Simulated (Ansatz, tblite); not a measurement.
Cost and result up the ladder for the cluster Sn2Br4 (the lowest singlet isomer of a short search) (6 atoms). The state is a singlet with charge 0. Geometry: PBE0-D4/def2-SVP.

Cartesian coordinates in Å:
```
Sn -0.2650 0.6290 -1.4055
Sn 0.4547 -1.4197 1.7064
Br 1.8317 0.6352 0.4801
Br 0.5370 -2.8635 -0.4276
Br -1.8098 -0.1018 0.8386
Br -0.7486 3.1209 -1.1920
```

Ansatz on 4 threads of Arm Neoverse V1 on a shared host; xTB runs through tblite on one thread. Times are rough, summed over both states, and most runs start from the orbitals of an earlier one. PBE0-D4/def2-SVP serves as the yardstick here, not as an exact answer. The other state is a triplet.

In the def2 sets Sn takes a core potential; there is no spin–orbit coupling. The xTB rows come from tblite. The structure comes from a short search, and lower isomers may exist.

xTB has no spin-polarisation term.

```
           level  functions  wall time
        GFN1-xTB         54     0.02 s
        GFN2-xTB         54    0.051 s
 PBE-D4/def2-SVP        180       12 s
PBE0-D4/def2-SVP        180       28 s
```

**Question.** Estimate what each level gives for the vertical triplet (eV).

**Answer.** 
```json
{"level": "GFN1-xTB", "vertical triplet (eV)": "4.37", "difference from PBE0-D4/def2-SVP (eV)": "0.84"}
{"level": "GFN2-xTB", "vertical triplet (eV)": "4.76", "difference from PBE0-D4/def2-SVP (eV)": "1.23"}
{"level": "PBE-D4/def2-SVP", "vertical triplet (eV)": "3.30", "difference from PBE0-D4/def2-SVP (eV)": "-0.23"}
{"level": "PBE0-D4/def2-SVP", "vertical triplet (eV)": "3.53", "difference from PBE0-D4/def2-SVP (eV)": "0.00"}
```
